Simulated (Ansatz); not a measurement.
## A basis-limit estimate, worked out

An elementary step of SiH2ClF3, closed shell (SiHF₃ ([F][SiH]([F])[F]) + HCl → SiHClF₂ ([F][SiH]([F])[Cl]) + HF; Si–F, H–Cl broken or loosened, Si–Cl, F–H formed or tightened). “Start” and “end” are the PBE0-D4/def2-TZVP structures reached by relaxing down either side of its saddle point, with the molecules still in contact.

Computed with Ansatz 0.2.0 (basis: def2-TZVPP and def2-QZVPP); correlated methods freeze the cores.

Energies in eV:

| quantity | end | start |
| --- | --- | --- |
| Hartree–Fock, triple zeta (X = 3) | -28524.97105 | -28525.70177 |
| Hartree–Fock, quadruple zeta (X = 4) | -28525.97478 | -28526.72860 |
| MP2 correlation, X = 3 | -29.26791 | -29.07581 |
| MP2 correlation, X = 4 | -32.12461 | -31.88982 |
| CCSD(T) correlation, X = 3 | -30.84246 | -30.69513 |

(1) Work out the step energy at the basis limit: extrapolate Hartree–Fock as E(X) = E∞ + A exp(−7.88 √X) and the MP2 correlation as E(X) = E∞ + B X^−2.97 (the exponents that Neese and Valeev fitted for def2-TZVPP and QZVPP), then add CCSD(T) − MP2 in triple zeta.

T1 diagnostic: at most 0.012.

Results:

(1) Each step is linear, so take the differences first (end − start): Hartree–Fock 0.73072 (X = 3) and 0.75382 (X = 4); MP2 correlation -0.19210 and -0.23479; CCSD(T) correlation -0.14733.
Two points give E∞ = E(4) + w [E(4) − E(3)], with w = 1/(exp(7.88 (2 − √3)) − 1) = 0.1377 for Hartree–Fock and w = 1/((4/3)^2.97 − 1) = 0.7407 for the correlation.
Hartree–Fock: 0.75382 + 0.1377 × 0.02310 = 0.7570 eV.
MP2 correlation: -0.23479 + 0.7407 × (-0.04269) = -0.2664 eV.
CCSD(T) − MP2: -0.14733 − (-0.19210) = 0.0448 eV.
Sum: 0.7570 + (-0.2664) + 0.0448 = 0.5354 eV, or 12.35 kcal/mol. Plain CCSD(T) in triple zeta gives 0.5834 eV, so the larger basis shifts the result by -0.0480 eV.

Labels in which every atom is bracketed show which atoms are joined, not bond orders.

For scale, one of the runs: CCSD(T)/def2-TZVPP, 205 basis functions, launched by `ansatz run in.yaml --threads 4 --pin off --events-out ev --progress --plain --max-ram 9574MiB`. Hardware: 4 CPU threads of an Arm Neoverse V1, shared host. Wall time 74 s; peak host memory 2.8 GiB.
